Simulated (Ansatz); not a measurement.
HBI$_{2}$S, SMILES `SB(I)I` (H–S–B–I torsion 180°) with one electron removed (charge 1, multiplicity 2), frozen-core CCSD(T)/def2-TZVPP // PBE0-D3(BJ)/def2-TZVP (Ansatz, a quantum-chemistry and plane-wave program). The run hit its time limit unfinished.

Ansatz 0.2 input:
```yaml
crystal:
  periodic: [false, false, false]
  atoms:
    - { symbol: S, position_ang: [-1.248184, -0.417961, 0.657313] }
    - { symbol: B, position_ang: [0.390156, -0.005496, 0.109897] }
    - { symbol: I, position_ang: [1.973291, -0.418959, 1.461107] }
    - { symbol: I, position_ang: [0.794212, 0.856747, -1.785924] }
    - { symbol: H, position_ang: [-1.909476, -0.01433, -0.442393] }
basis:
  gaussian: { orbitals: def2-TZVPP }
correlation:
  method: ccsd_t
total_charge: 1
magnetization:
  spin_polarized: true
  initial_magnetization: 1
```

The last lines of the output:

```
mean field evaluation 480: about -27640.5397 eV, gradient 2.4e0 eV
mean field evaluation 512: about -27643.3440 eV, gradient 7.7e-2 eV
mean field evaluation 544: about -27643.2302 eV, gradient 4.9e-3 eV
mean field evaluation 576: about -27641.6382 eV, gradient 1.6e0 eV
mean field evaluation 608: about -27640.2384 eV, gradient 2.1e-2 eV
mean field evaluation 640: about -27643.5444 eV, gradient 6.5e-6 eV
mean field -27643.78405189 eV, -1015.8903262773 hartree, gradient 8.1e-6 eV, S^2 0.762576; 17 other end points of the search recorded, 0 dependent functions left out
determinant -27643.78405189 eV, -1015.8903262773 hartree, with singles and doubles -27676.59136789 eV, -1017.0959729025 hartree
determinant -27643.70887335 eV, -1015.8875635167 hartree, with singles and doubles -27676.55976410 eV, -1017.0948114847 hartree
determinant -27643.54571232 eV, -1015.8815674595 hartree, with singles and doubles -27676.39213927 eV, -1017.0886513858 hartree
determinant -27643.54435185 eV, -1015.8815174632 hartree, with singles and doubles -27676.65216048 eV, -1017.0982069891 hartree
determinant -27643.43236178 eV, -1015.8774019039 hartree, with singles and doubles -27676.22787198 eV, -1017.0826146743 hartree
determinant -27643.34301700 eV, -1015.8741185438 hartree, with singles and doubles -27676.18241128 eV, -1017.0809440244 hartree
determinant -27643.34297932 eV, -1015.8741171593 hartree, with singles and doubles -27676.19082177 eV, -1017.0812531041 hartree
determinant -27643.23022950 eV, -1015.8699736797 hartree, with singles and doubles -27676.24760782 eV, -1017.0833399529 hartree
determinant -27642.72968882 eV, -1015.8515791491 hartree, with singles and doubles -27675.93655073 eV, -1017.0719088156 hartree
determinant -27641.34606475 eV, -1015.8007319022 hartree, with singles and doubles -27674.48482717 eV, -1017.0185589590 hartree
determinant -27643.78405189 eV, -1015.8903262773 hartree, with singles and doubles -27676.51818400 eV, -1017.0932834441 hartree
determinant -27643.70887335 eV, -1015.8875635167 hartree, with singles and doubles -27676.48516616 eV, -1017.0920700611 hartree
determinant -27643.54571232 eV, -1015.8815674595 hartree, with singles and doubles -27676.31691590 eV, -1017.0858869780 hartree
determinant -27643.54435185 eV, -1015.8815174632 hartree, with singles and doubles -27676.57659671 eV, -1017.0954300718 hartree
determinant -27643.78405189 eV, -1015.8903262773 hartree, with singles and doubles -27676.57164482 eV, -1017.0952480932 hartree
```
